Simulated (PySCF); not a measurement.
## Stationary points of BrOCl

All numbers come from PBE0 in PySCF with Br def2-TZVP, O def2-TZVP, Cl def2-TZVP; no relativity; density-fitted integrals.

Relaxations began from a few typed shapes. The search is not exhaustive: other isomers or separated fragments can lie lower, and high-lying points may rest on an excited occupation.

```
   spin  group                        bonds          angles  imaginary modes (cm⁻¹)  ΔE (kJ/mol)  ΔE with ZPE (kJ/mol)
singlet     Cs  Br–Cl 2.218 Å, Br–O 1.648 Å  Cl–Br–O 110.5°                    none          0.0                   0.0
singlet    C∞v  Br–Cl 2.418 Å, Br–O 1.682 Å  Cl–Br–O 180.0°                    331i        156.8                     –
```

The lowest minimum found is the singlet Cs: Br–Cl 2.218 Å, Br–O 1.648 Å; Cl–Br–O 110.5°.

Counting electrons, bromine keeps 4 of its valence electrons outside its bonds, so the VSEPR class is AX2E2 and the expected shape is bent; with unlike ligands the computed point group is Cs.

The electron or spin density has lower symmetry than the nuclear frame for the singlet C∞v at 156.8 kJ/mol.
